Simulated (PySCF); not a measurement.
Compound: C6H8O3.
Geometry (GFN2-xTB, Å), atoms numbered from 1 in this order:
```xyz
17
C6H8O3 angstrom
O      3.2209    1.1852    0.1142
C      3.0571    0.0847   -0.3272
O      1.9345   -0.5889   -0.4794
C      0.6696   -0.1019   -0.1449
C      0.4193    1.0581    0.4641
O     -0.8205    1.5088    0.7669
C     -1.9018    0.7645    0.2365
C     -1.6589   -0.7390    0.3203
C     -0.4193   -1.0767   -0.5041
H      3.8790   -0.5574   -0.6931
H      1.1829    1.7508    0.7783
H     -2.7751    1.0642    0.8201
H     -2.0568    1.0571   -0.8106
H     -2.5324   -1.2761   -0.0473
H     -1.4939   -1.0124    1.3637
H     -0.6407   -1.0196   -1.5736
H     -0.0709   -2.0892   -0.2937
```

NICS = −σ at a ghost point: NICS(0) at the centroid of the ring atoms, NICS(1) 1 Å to either side along the normal of their mean plane, zz for the tensor component along that normal. Level: GIAO PBE0/pcSseg-1 (PySCF, non-relativistic, gas phase) on the GFN2-xTB geometry, one conformer.

Ring bond lengths (Å), with Mayer bond orders in brackets: C4–C5 1.334 (1.74), C5–O6 1.353 (1.02), O6–C7 1.416 (0.89), C7–C8 1.525 (1.03), C8–C9 1.527 (1.03), C9–C4 1.505 (1.05).

Task: Give the NICS values of each ring in ppm.

Result: 
```
             ring                                                     type  NICS(0)  NICS(1), two faces  NICS(1)zz, two faces  rms pucker (Å)  centre to ring atoms, mean (Å)
C4–C5–O6–C7–C8–C9  6-membered ring with O; formal bonds 1 double, 5 single     -3.1         -1.7 / -2.5             1.4 / 1.3            0.20                            1.41
```

Task: What do they say, and how far can they be read as aromaticity?

Result: 
- C4–C5–O6–C7–C8–C9: mean NICS(1)zz 1.3 ppm, near zero. C7, C8, C9 have four or more neighbours, so the value isn't read as a sign of a π ring current.

Task: List the ring angles and the Hirshfeld charges of the ring atoms.

Result: 
- C4–C5–O6–C7–C8–C9: C4 122.4° (+0.027 e), C5 124.3° (-0.001 e), O6 116.2° (-0.113 e), C7 112.1° (+0.010 e), C8 108.5° (-0.072 e), C9 108.4° (-0.079 e); sum 691.9° against 720° for a flat convex ring.

Task: How shielded are the nuclei of the rings and their hydrogens (means over atoms taken as equivalent)?

Result: 
```json
{"atoms": "C4", "environment": "vinylic carbon bearing oxygen", "σ isotropic (ppm)": "48.4", "principal values of the symmetric part, first atom (ppm)": "-25.1, 70.6, 99.7"}
{"atoms": "C5", "environment": "vinylic carbon bearing oxygen", "σ isotropic (ppm)": "41.2", "principal values of the symmetric part, first atom (ppm)": "-42.2, 51.6, 114.1"}
{"atoms": "O6", "environment": "cyclic ether oxygen", "σ isotropic (ppm)": "244.5", "principal values of the symmetric part, first atom (ppm)": "186.0, 224.5, 323.1"}
{"atoms": "C7", "environment": "sp3 carbon bound to oxygen", "σ isotropic (ppm)": "119.8", "principal values of the symmetric part, first atom (ppm)": "96.5, 108.5, 154.6"}
{"atoms": "C8", "environment": "ring CH2 carbon", "σ isotropic (ppm)": "162.1", "principal values of the symmetric part, first atom (ppm)": "155.4, 162.6, 168.4"}
{"atoms": "C9", "environment": "allylic carbon", "σ isotropic (ppm)": "159.0", "principal values of the symmetric part, first atom (ppm)": "153.9, 161.0, 162.2"}
{"atoms": "H11", "environment": "vinylic hydrogen", "σ isotropic (ppm)": "23.15", "principal values of the symmetric part, first atom (ppm)": "17.6, 23.9, 27.9"}
{"atoms": "H12 (×2)", "environment": "methylene hydrogen", "σ isotropic (ppm)": "27.69", "principal values of the symmetric part, first atom (ppm)": "22.8, 26.9, 32.5"}
{"atoms": "H14 (×2)", "environment": "methylene hydrogen", "σ isotropic (ppm)": "29.91", "principal values of the symmetric part, first atom (ppm)": "25.5, 27.9, 36.8"}
{"atoms": "H16 (×2)", "environment": "methylene hydrogen", "σ isotropic (ppm)": "29.37", "principal values of the symmetric part, first atom (ppm)": "25.5, 26.9, 35.3"}
```
